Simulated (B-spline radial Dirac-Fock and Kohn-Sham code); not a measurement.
**X-ray lines that fill the L3 vacancy in Ir⁵⁺**

System: the Ir⁵⁺ ion in the configuration 1s2 2s2 2p6 3s2 3p6 3d10 4s2 4p6 4d10 4f14 5s2 5p6 5d4, inside a Watson sphere of charge -5 and radius 1.8 Å (a model of the Madelung potential; inside it an electron's potential energy is raised by 40.0 eV).

Input file task.json (cfg lists n, l and occupation; rrms is the nuclear radius in fm):

```json
{"items": [{
  "Z": 77,
  "q": 5,
  "cfg": [[1, 0, 2], [2, 0, 2], [2, 1, 6], [3, 0, 2], [3, 1, 6], [3, 2, 10], [4, 0, 2], [4, 1, 6], [4, 2, 10], [4, 3, 14], [5, 0, 2], [5, 1, 6], [5, 2, 4]],
  "A": 193,
  "rrms": 5.4032,
  "watson": [-5, 1.8],
  "do": ["binding", "quiet", "decay"],
  "holes": ["K", "L1", "L2", "L3", "M1", "M2", "M3", "M4", "M5", "N1", "N2", "N3", "N4", "N5", "N6", "N7"]
}]}
```

Command: `python xray_run.py task.json out`

Level of theory: one-electron (LDA, Dirac) transition rates at Dirac-Fock energies; a radial atomic solver.

| line | multipole | energy (eV) | rate (s⁻¹) | share (%) |
| --- | --- | --- | --- | --- |
| Lℓ | E1 | 8036.5 | 8.68e+13 | 3.77 |
| L3-M2 | E2 | 8303.1 | 9.51e+11 | 0.0413 |
| L3-M3 | E2 | 8659.6 | 8.61e+11 | 0.0374 |
| Lα2 | E1 | 9099.1 | 1.87e+14 | 8.13 |
| Lα1 | E1 | 9174.6 | 1.65e+15 | 71.7 |
| Lβ6 | E1 | 10519.3 | 2.12e+13 | 0.921 |
| Lβ15 | E1 | 10901.9 | 3.32e+13 | 1.44 |
| Lβ2 | E1 | 10917.6 | 2.99e+14 | 13.0 |
| Lβ7 | E1 | 11119.4 | 4.30e+12 | 0.187 |
| L3-N7 | E2 | 11157.9 | 1.13e+12 | 0.0492 |
| L3-O4 | E1 | 11223.2 | 1.63e+12 | 0.0707 |
| Lβ5 | E1 | 11224.8 | 1.47e+13 | 0.639 |

The listed lines hold 100.0 % of the radiative rate. The radiative width is 1.52 eV in the length form and 1.54 eV in the velocity form; the two differ because the transition energies are not eigenvalue differences of the potential that gave the orbitals.

Values without a named source are computed, but for edge energies of neutral atoms, which are taken from tables.
